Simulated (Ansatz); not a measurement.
# Molecular dynamics of AlH$_{5}$O$_{2}$S

Input:

```yaml
crystal:
  periodic: [false, false, false]
  atoms:
    - { symbol: Al, position_ang: [-0.011417, 0.175747, 0.118654] }
    - { symbol: H, position_ang: [-0.28518, -0.335248, 1.735059] }
    - { symbol: O, position_ang: [1.656254, 0.146671, -0.313526] }
    - { symbol: H, position_ang: [1.977781, -0.484371, -0.976111] }
    - { symbol: O, position_ang: [-1.256713, -0.264867, -0.982187] }
    - { symbol: H, position_ang: [-2.093348, -0.682465, -0.730653] }
    - { symbol: S, position_ang: [-0.222066, 2.320287, 1.212391] }
    - { symbol: H, position_ang: [1.137558, 2.331351, 1.331926] }
    - { symbol: H, position_ang: [-0.28437, 0.865393, 1.867446] }
basis:
  gaussian: { orbitals: def2-SVP }
hamiltonian:
  xc: pbe
  dispersion: d4
md:
  timestep: 0.5
  n_steps: 200
  ensemble: nve
  temperature: 300.0
  initial_velocities: maxwell_boltzmann
  seed: 8285
```

Run as:

```bash
$ ansatz run input.yaml --threads 2 --pin off --max-ram 3072MiB --backend cpu --events-out ev --progress --plain --runs-dir out
```

It starts at the highest image of a converged band. Of that band: The profile has 2 maxima (images 3, 5) with wells between them (image 4): this band takes more than one step, which may be the mechanism or a detour left from its start path. A vibrational analysis at the climbing image gives one clearly imaginary mode, 744i cm⁻¹: a first-order saddle point.

Output, in part (step lines, the closing report, with atoms numbered from 0):

```
md step     0: t =     0.00 fs  T =   300.0 K  F+E_penalty+E_count = -21588.78906630 eV  E_kin = 0.271446 eV  conserved = -21588.51762030 eV  (27 SCF iters)
[... lines left out ...]
Total energy: -21588.76521893 eV, -793.3724884051 hartree
Atom 0 at     0.034307    -0.468552     0.192894 Å, force    -1.374630     0.746191    -0.797897 eV/Å
Atom 1 at    -0.174502    -1.671596     1.241728 Å, force     0.201013     0.329273    -0.122781 eV/Å
Atom 2 at     1.491139     0.378423    -0.255730 Å, force     0.436217    -0.329836    -0.183973 eV/Å
Atom 3 at     1.284966     0.723799    -1.149746 Å, force     0.274094     0.084994     0.070365 eV/Å
Atom 4 at    -1.154112     0.054063    -1.043363 Å, force     0.564404    -0.604105     0.963561 eV/Å
Atom 5 at    -2.097583     0.021516    -0.803852 Å, force     0.062668    -0.065785    -0.114406 eV/Å
Atom 6 at    -0.225056     2.526499     1.176312 Å, force     1.026386    -0.422894     0.486406 eV/Å
Atom 7 at     1.020891     2.044254     0.687948 Å, force    -0.925007     0.198442     0.124751 eV/Å
Atom 8 at     0.282081     2.523758     2.465527 Å, force    -0.265144     0.063720    -0.426025 eV/Å
Dipole moment:    -0.104413     0.005710     0.205671 e Å
```

The steps, from the saved trajectory:

```json
{"time (fs)": "0.0", "T (K)": "300", "potential energy less start (eV)": "0.000", "conserved less start (meV/atom)": "0.00"}
{"time (fs)": "3.0", "T (K)": "215", "potential energy less start (eV)": "0.078", "conserved less start (meV/atom)": "0.07"}
{"time (fs)": "6.0", "T (K)": "160", "potential energy less start (eV)": "0.127", "conserved less start (meV/atom)": "0.04"}
{"time (fs)": "9.0", "T (K)": "103", "potential energy less start (eV)": "0.179", "conserved less start (meV/atom)": "0.07"}
{"time (fs)": "12.0", "T (K)": "139", "potential energy less start (eV)": "0.146", "conserved less start (meV/atom)": "0.04"}
{"time (fs)": "15.0", "T (K)": "159", "potential energy less start (eV)": "0.128", "conserved less start (meV/atom)": "0.07"}
{"time (fs)": "18.0", "T (K)": "253", "potential energy less start (eV)": "0.043", "conserved less start (meV/atom)": "0.02"}
{"time (fs)": "21.0", "T (K)": "254", "potential energy less start (eV)": "0.042", "conserved less start (meV/atom)": "0.05"}
{"time (fs)": "24.0", "T (K)": "228", "potential energy less start (eV)": "0.066", "conserved less start (meV/atom)": "0.06"}
{"time (fs)": "27.0", "T (K)": "240", "potential energy less start (eV)": "0.055", "conserved less start (meV/atom)": "0.05"}
{"time (fs)": "30.0", "T (K)": "281", "potential energy less start (eV)": "0.018", "conserved less start (meV/atom)": "0.05"}
{"time (fs)": "33.0", "T (K)": "362", "potential energy less start (eV)": "-0.056", "conserved less start (meV/atom)": "0.05"}
{"time (fs)": "36.0", "T (K)": "454", "potential energy less start (eV)": "-0.139", "conserved less start (meV/atom)": "0.04"}
{"time (fs)": "39.0", "T (K)": "508", "potential energy less start (eV)": "-0.188", "conserved less start (meV/atom)": "0.02"}
{"time (fs)": "42.0", "T (K)": "493", "potential energy less start (eV)": "-0.174", "conserved less start (meV/atom)": "0.06"}
{"time (fs)": "45.0", "T (K)": "509", "potential energy less start (eV)": "-0.189", "conserved less start (meV/atom)": "0.04"}
{"time (fs)": "48.0", "T (K)": "506", "potential energy less start (eV)": "-0.186", "conserved less start (meV/atom)": "0.05"}
{"time (fs)": "51.0", "T (K)": "543", "potential energy less start (eV)": "-0.220", "conserved less start (meV/atom)": "0.04"}
{"time (fs)": "54.0", "T (K)": "587", "potential energy less start (eV)": "-0.259", "conserved less start (meV/atom)": "0.05"}
{"time (fs)": "57.0", "T (K)": "598", "potential energy less start (eV)": "-0.269", "conserved less start (meV/atom)": "0.02"}
{"time (fs)": "60.0", "T (K)": "529", "potential energy less start (eV)": "-0.206", "conserved less start (meV/atom)": "0.05"}
{"time (fs)": "63.0", "T (K)": "480", "potential energy less start (eV)": "-0.162", "conserved less start (meV/atom)": "0.05"}
{"time (fs)": "66.0", "T (K)": "434", "potential energy less start (eV)": "-0.121", "conserved less start (meV/atom)": "0.05"}
{"time (fs)": "69.0", "T (K)": "422", "potential energy less start (eV)": "-0.109", "conserved less start (meV/atom)": "0.05"}
{"time (fs)": "72.0", "T (K)": "469", "potential energy less start (eV)": "-0.153", "conserved less start (meV/atom)": "0.04"}
{"time (fs)": "75.0", "T (K)": "496", "potential energy less start (eV)": "-0.177", "conserved less start (meV/atom)": "0.04"}
{"time (fs)": "78.0", "T (K)": "496", "potential energy less start (eV)": "-0.177", "conserved less start (meV/atom)": "0.03"}
{"time (fs)": "81.0", "T (K)": "444", "potential energy less start (eV)": "-0.130", "conserved less start (meV/atom)": "0.04"}
{"time (fs)": "84.0", "T (K)": "357", "potential energy less start (eV)": "-0.051", "conserved less start (meV/atom)": "0.05"}
{"time (fs)": "87.0", "T (K)": "306", "potential energy less start (eV)": "-0.005", "conserved less start (meV/atom)": "0.06"}
{"time (fs)": "90.0", "T (K)": "343", "potential energy less start (eV)": "-0.039", "conserved less start (meV/atom)": "0.04"}
{"time (fs)": "93.0", "T (K)": "360", "potential energy less start (eV)": "-0.054", "conserved less start (meV/atom)": "0.05"}
{"time (fs)": "96.0", "T (K)": "359", "potential energy less start (eV)": "-0.053", "conserved less start (meV/atom)": "0.04"}
{"time (fs)": "99.0", "T (K)": "310", "potential energy less start (eV)": "-0.009", "conserved less start (meV/atom)": "0.03"}
```

All steps were run. The conserved energy stayed within 0.08 meV per atom of its start (net change 0.049 meV per atom), so the integration is sound. The system heated up, since it started high on the potential surface and ran downhill. A run of 0.1 ps of so small a system gives no equilibrium averages. The orbitals stay closed-shell, which can raise the energy where a bond breaks towards radicals; this wasn't checked here.

The step under study would form Al1–S7, H2–H9 and break Al1–H2, S7–H9. These pairs go: Al1–S7 2.42 → 3.16 Å, H2–H9 1.21 → 4.39 Å, Al1–H2 1.72 → 1.61 Å, S7–H9 1.60 → 1.39 Å. In the last frame they stand as before the step (other bonds may differ from the relaxed reactants and products). Also parted: Al1–H9 1.90 → 3.77 Å. It ends as AlH3O2 + H2S. Pairs count as bonded within 1.25 times the sum of covalent radii (0.12 Å more for H–H).

Last frame:

```xyz
9
Properties=species:S:1:pos:R:3
Al 0.034 -0.469 0.193
H -0.174 -1.672 1.242
O 1.491 0.378 -0.256
H 1.285 0.724 -1.150
O -1.154 0.054 -1.043
H -2.098 0.021 -0.804
S -0.225 2.526 1.176
H 1.021 2.044 0.688
H 0.282 2.524 2.466
```

Run time: 3.8 min on 2 threads of Arm Neoverse V2, on a shared host, peak memory 0.12 GiB.
